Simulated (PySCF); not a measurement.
Polarisability and C₆ of Mo+ (molybdenum, charge +1)

[Kr] 4d5, high-spin 6S determinant. Calculation: PySCF 2.14, in aug-cc-pVTZ-PP with one added diffuse shell each of s, p, d, f, g type with ECP28MDF (7s7p6d4f3g, 113 functions); scalar relativity through the core potential. Coupled (time-dependent) response in atomic units; α is the mean over directions.

| method | mean α (bohr³) | C₆ (like pair) | S(−4) |
| --- | --- | --- | --- |
| M06-L | 22.02 | 144.9 | 281.7 |
| revPBE | 22.61 | 148.0 | 327.1 |

S(−4) is the Cauchy moment in α(ω) = α(0) + S(−4) ω² + …

α(iu) at M06-L:

```json
{"u (hartree)": "0", "α(iu) (bohr³)": "22.02"}
{"u (hartree)": "0.0500", "α(iu) (bohr³)": "21.35"}
{"u (hartree)": "0.100", "α(iu) (bohr³)": "19.67"}
{"u (hartree)": "0.200", "α(iu) (bohr³)": "15.67"}
{"u (hartree)": "0.300", "α(iu) (bohr³)": "12.53"}
{"u (hartree)": "0.500", "α(iu) (bohr³)": "8.706"}
{"u (hartree)": "0.750", "α(iu) (bohr³)": "6.141"}
{"u (hartree)": "1.00", "α(iu) (bohr³)": "4.623"}
{"u (hartree)": "1.50", "α(iu) (bohr³)": "2.908"}
{"u (hartree)": "2.00", "α(iu) (bohr³)": "1.984"}
{"u (hartree)": "3.00", "α(iu) (bohr³)": "1.072"}
{"u (hartree)": "5.00", "α(iu) (bohr³)": "0.4438"}
```

A single London oscillator, α(iu) = α/(1 + u²/ω²), gives C₆ = (3/4) ω α². Matching the computed C₆ needs ω = 4 × 144.9 / (3 × 22.02²) = 0.398 hartree.

For an ion, C₆ is the dispersion term alone; charge-induced terms of lower order in 1/R come first.

Energies and moments cover only the electrons outside the core potential.
